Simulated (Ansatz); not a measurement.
Total energies of TTF (C6H4S4) from Ansatz at PBE-D4/def2-TZVP, gas phase (1 Eh = 27.2114 eV = 2625.5 kJ/mol). The reference geometry is relaxed at PBE0-D4/def2-SVP.

Cartesian coordinates in Å:
```
C 0.020 0.847 -3.132
C -1.242 1.123 -2.779
S -1.717 0.808 -1.130
C -0.131 0.205 -0.630
C 0.129 -0.213 0.628
S -1.088 -0.203 1.911
C -0.019 -0.844 3.133
C 1.243 -1.120 2.780
S 1.715 -0.816 1.127
S 1.085 0.195 -1.913
H 0.431 1.001 -4.131
H -1.997 1.532 -3.452
H -0.428 -0.992 4.133
H 2.000 -1.523 3.454
```

| state | geometry | energy (Eh) |
| --- | --- | --- |
| charge 0 singlet | reference | -1822.96583 |
| charge 1 doublet | reference | -1822.73866 |
| free C atom (triplet) | – | -37.79597 |
| free S atom (triplet) | – | -397.93833 |
| free H atom (doublet) | – | -0.49962 |

Work out the vertical ionisation energy to the doublet.

E(charge 1 doublet) − E(charge 0 singlet) = -1822.73866 − (-1822.96583) = 0.22717 Eh = 6.18 eV. For comparison, −ε of the highest occupied level is 3.88 eV at this level, 2.30 eV less.

What is the binding energy per atom against free atoms?

Atoms: 6 × (-37.79597) + 4 × (-397.93833) + 4 × (-0.49962) = -1820.52762 Eh. Binding: -1820.52762 − (-1822.96583) = 2.43821 Eh = 66.35 eV, or 4.74 eV for each of 14 atoms (no zero-point energy, no counterpoise term).
